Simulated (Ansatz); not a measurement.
Stepwise reaction of `[SiH3]OB(Cl)O[SiH3]` with ammonia, as a gas-phase model of exchange steps in deposition or etching. ΔE in kJ/mol; ΔG adds harmonic PBE0-D4 terms to CCSD(T)/CBS, at 1 bar.

Calculated with Ansatz (gas phase, PBE0-D4/def2-TZVP geometries, no zero-point term in ΔE). CBS: MP2 limit from def2 TZ/QZ plus the TZ coupled-cluster correction, frozen cores. This one scheme is used for every species. DFT in def2-TZVPP. B3LYP here is the variant with VWN-RPA as its local correlation; programs differ in this. Each species was taken in one conformer, which may not be the lowest.

| step | reaction | PBE-D4 | B3LYP-D4 | ωB97M-V | CCSD(T)/CBS | ΔG(600 K) |
| --- | --- | --- | --- | --- | --- | --- |
| 1 | `[SiH3]OB(Cl)O[SiH3]` + NH₃ → `NB(Cl)O[SiH3]` + `O[SiH3]` | 24.3 | 29.0 | 28.1 | 29.6 | 14.1 |

(1) Give the row of step 2, `NB(Cl)O[SiH3]` + NH₃ → `NB(N)Cl` + `O[SiH3]`. (An estimate is asked.)

(2) By hand: ΔE of the 2 steps together at CCSD(T)/CBS.

## Answers

(1) Computed: 
| step | reaction | PBE-D4 | B3LYP-D4 | ωB97M-V | CCSD(T)/CBS | ΔG(600 K) |
| --- | --- | --- | --- | --- | --- | --- |
| 2 | `NB(Cl)O[SiH3]` + NH₃ → `NB(N)Cl` + `O[SiH3]` | 21.4 | 26.9 | 23.6 | 25.8 | 24.1 |

(2) (29.6) + (25.8) = 55.4 kJ/mol, or 27.7 kJ/mol a step.

In ΔE the steps differ by no more than 3.8 kJ/mol. All are uphill at CCSD(T)/CBS. ΔG lies between 14.1 and 24.1 kJ/mol a step. PBE-D4 differs from CCSD(T)/CBS by -5.3 to -4.4 kJ/mol a step. Only this route is followed, and other bonds may react first. Isolated molecules leave out the surface, adducts and barriers. Largest T1 diagnostic: 0.012.
